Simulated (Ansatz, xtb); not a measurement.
Pulling on the Ge1–Br2 bond in BrGeH3 (SMILES [GeH3][Br]) (multiplicity 1 held, fragments rigid). Energies count from the point at 2.332 Å.
Geometry at that point (charge 0, multiplicity 1):
```xyz
5

Ge    -1.146     0.047     0.005
Br     1.184    -0.048    -0.005
H     -1.540     1.484    -0.354
H     -1.607    -0.332     1.416
H     -1.642    -0.956    -1.043
```

Restricted levels (R-, RO-) in cc, def2 and unpolarised 6-31G sets keep to the state of the molecule at rest. Active spaces are followed from a long bond inwards. Levels need not reach the same state.

Cores are frozen in the correlated methods. Filled d and f shells under p-block atoms count as core.

Run with Ansatz (a first-principles code); xtb for the GFN methods. Each number belongs to the level named beside it. The GFN methods have no spin term and hold the electronic entropy of 300 K.

Energies in eV.

| R (Å) | GFN2-xTB | R-SCS-MP2/cc-pVDZ | R-CCSD(T)/cc-pVDZ | FIC-MRCISD+Q on CASSCF(6,4)/cc-pVDZ |
|---|---|---|---|---|
| 1.865 | 2.56 | 3.13 | 3.15 | 3.16 |
| 2.099 | 0.21 | 0.55 | 0.56 | 0.57 |
| 2.332 | 0.00 | 0.00 | 0.00 | 0.00 |
| 2.565 | 0.37 | 0.27 | 0.26 | 0.26 |
| 2.798 | 0.92 | 0.85 | 0.81 | 0.80 |
| 3.148 | 1.75 | 1.80 | 1.70 | 1.68 |
| 3.498 | 2.43 | 2.65 | 2.44 | 2.41 |
| 4.081 | 3.09 | 3.71 | 3.07 | 3.12 |
| 4.664 | 3.32 | 4.32 | 2.76 | 3.34 |
| 5.363 | 3.40 | 4.58 | 1.73 | 3.40 |
| 6.296 | 3.44 | 4.41 | 0.94 | 3.41 |
| 7.462 | 3.47 | 3.84 | 0.88 | 3.41 |

Doubts at one or more of the structures used: a restricted determinant that unrestricted orbitals would lower (R-SCS-MP2/cc-pVDZ, R-CCSD(T)/cc-pVDZ); other coupled-cluster roots lie near (R-CCSD(T)/cc-pVDZ); T1 above 0.05 (R-CCSD(T)/cc-pVDZ); active orbitals that take no part (FIC-MRCISD+Q on CASSCF(6,4)/cc-pVDZ).
